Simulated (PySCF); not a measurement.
Si(Cl)3(OMe) (CH₃Cl₃OSi), SMILES CO[Si](Cl)(Cl)Cl. Atoms are numbered in the order given.

```xyz
9

C     -2.3925     1.1261     0.0000
O     -0.9917     1.2812     0.0000
Si     0.1075     0.0804     0.0000
Cl    -0.1175    -1.0993    -1.6554
Cl     1.9464     0.9384     0.0000
Cl    -0.1175    -1.0993     1.6554
H     -2.8456     2.1267     0.0000
H     -2.7331     0.5823     0.8968
H     -2.7331     0.5823    -0.8968
```

The structure is a stationary point at PBE0-D3(BJ)/def2-SVP. The values are those of a single conformer.

The numbers are results of PBE0-D3(BJ)/def2-SVP in PySCF 2.14.0, not measurements.

Frequencies are harmonic and unscaled.

Computed vibrational spectrum:
```
mode  ν (cm⁻¹)  IR (km/mol)  moving atoms (share of kinetic energy)
----  --------  -----------  --------------------------------------
1           59          2.0                 C 39 %, Cl 30 %, H 23 %
2          104          0.0                                  H 98 %
3          121          3.5                 Cl 45 %, C 36 %, H 17 %
4          165          0.1                         Cl 79 %, O 13 %
5          169          4.2                          Cl 72 %, C 9 %
6          223          7.7                Cl 58 %, Si 22 %, O 13 %
7          287         20.2                         O 54 %, Cl 36 %
8          320          7.9                 O 37 %, Cl 36 %, C 12 %
9          456         10.1                 Cl 71 %, O 16 %, Si 9 %
10         626        217.6                        Si 68 %, Cl 31 %
11         655        218.1                        Si 70 %, Cl 29 %
12         836        100.0                 Si 45 %, O 27 %, C 19 %
13        1171        151.2                  H 45 %, C 27 %, O 26 %
14        1178          0.5                          H 77 %, C 19 %
15        1222        218.2                  O 40 %, H 32 %, C 26 %
16        1471          1.1                          H 88 %, C 10 %
17        1475          7.6                                  H 97 %
18        1476         10.2                                  H 96 %
19        3040         45.7                                  H 97 %
20        3131         18.2                          H 90 %, C 10 %
21        3171         13.0                          H 90 %, C 10 %
```
